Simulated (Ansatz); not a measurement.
Cost and result for the atomization energy of Ge$_{2}$H$_{6}$Si, SMILES `[SiH2]1[GeH2][GeH2]1` (9 atoms, 9 bonds).

| atom | x (Å) | y (Å) | z (Å) |
| --- | --- | --- | --- |
| Si1 | 0.3847 | -0.0792 | -1.3121 |
| Ge2 | 0.9781 | 0.1260 | 0.9819 |
| Ge3 | -1.3563 | -0.0482 | 0.3079 |
| H4 | 0.6806 | -1.3568 | -2.0068 |
| H5 | 0.5516 | 1.1023 | -2.1946 |
| H6 | 1.4859 | 1.4758 | 1.4976 |
| H7 | 1.6217 | -1.0698 | 1.6904 |
| H8 | -2.1065 | -1.3480 | 0.6138 |
| H9 | -2.2398 | 1.1978 | 0.4220 |

Total charge 0; spin multiplicity 1. Correlated methods include outer-core shells of Ge, which these sets cover unevenly. Scalar relativity is left out up to krypton. Geometry: relaxed with PBE0-D4/def2-TZVP. Program: Ansatz. All runs use 4 threads of an Intel Xeon on a shared host. Times are those of one run each, without the atoms' runs, and a repeat can differ threefold. Electronic energies, without spin–orbit coupling; frozen cores. CCSD(T)/CBS adds CCSD(T) − MP2 in def2-TZVPP to the MP2 limit, and its time is that of the two runs behind it. T1 = 0.012. With those shells the extrapolation isn't a true limit. HSE06 is the plane-wave form, built on full-range PBE exchange.

CCSD(T)/CBS is a level of theory with its own doubt, some kJ/mol a heavy atom from the limit and from the frozen cores, so smaller differences don't rank the functionals.

```json
{"level": "LDA (SPW92)/def2-TZVPP", "functions": "222", "wall time": "1.4 s"}
{"level": "revPBE-D4/def2-TZVPP", "functions": "222", "wall time": "2.1 s"}
{"level": "PBE0-D4/def2-TZVPP", "functions": "222", "wall time": "3.5 s"}
{"level": "HSE06-D4/def2-TZVPP", "functions": "222", "wall time": "3.9 s"}
{"level": "BHLYP-D4/def2-TZVPP", "functions": "222", "wall time": "3.9 s"}
{"level": "CAM-B3LYP-D4/def2-TZVPP", "functions": "222", "wall time": "4.5 s"}
{"level": "r2SCANh-D4/def2-TZVPP", "functions": "222", "wall time": "5.5 s"}
{"level": "PBE-QIDH/def2-TZVPP", "functions": "222", "wall time": "5.5 s"}
{"level": "CCSD(T)/def2-SVP", "functions": "112", "wall time": "6 s"}
{"level": "ωB97M-V/def2-TZVPP (with forces)", "functions": "222", "wall time": "12 s"}
{"level": "MP2/def2-QZVPP", "functions": "428", "wall time": "22 s"}
{"level": "CCSD(T)/def2-TZVPP", "functions": "222", "wall time": "80 s"}
{"level": "CCSD(T)/CBS(def2)", "functions": "–", "wall time": "100 s"}
```

(1) What atomization energy does each give, and how far from CCSD(T)/CBS? (An estimate is asked.)

## Answers

(1) Ansatz gave: 
| level | atomization (kJ/mol) | difference from CCSD(T)/CBS | per bond |
| --- | --- | --- | --- |
| LDA (SPW92)/def2-TZVPP | 2631.8 | 280.5 | 31.2 |
| revPBE-D4/def2-TZVPP | 2264.5 | -86.8 | -9.7 |
| PBE0-D4/def2-TZVPP | 2306.9 | -44.4 | -4.9 |
| HSE06-D4/def2-TZVPP | 2306.4 | -44.9 | -5.0 |
| BHLYP-D4/def2-TZVPP | 2289.6 | -61.7 | -6.9 |
| CAM-B3LYP-D4/def2-TZVPP | 2317.3 | -34.0 | -3.8 |
| r2SCANh-D4/def2-TZVPP | 2341.6 | -9.7 | -1.1 |
| PBE-QIDH/def2-TZVPP | 2312.7 | -38.6 | -4.3 |
| CCSD(T)/def2-SVP | 2164.4 | -186.9 | -20.8 |
| ωB97M-V/def2-TZVPP (with forces) | 2308.6 | -42.7 | -4.7 |
| MP2/def2-QZVPP | 2288.1 | -63.2 | -7.0 |
| CCSD(T)/def2-TZVPP | 2301.0 | -50.3 | -5.6 |
| CCSD(T)/CBS(def2) | 2351.3 | 0.0 | 0.0 |

Leaving LDA and LC-ωPBE aside and taking each functional with its dispersion term where it has one, the values, not all of them listed here, spread over 116.1 kJ/mol, from revPBE-D4 to B97M-V. LDA lies +343.2 kJ/mol from PBE without D4, its usual overbinding. The D4 term adds +33.7 kJ/mol with B3LYP and +17.6 kJ/mol with PBE0; it sums over pairs of atoms, weighted by their polarisabilities, and B3LYP, whose exchange is more repulsive, gets the larger term. From BLYP to BHLYP (50 % exact exchange), in def2-TZVPP and without D4, the atomization energy moves by +27.0 kJ/mol.

B3LYP here is the variant with VWN-RPA as its local correlation; programs differ in this.

For some Ge, Se and Sn compounds the MP2-based and the directly extrapolated limit differ by 10 to 25 kJ/mol.
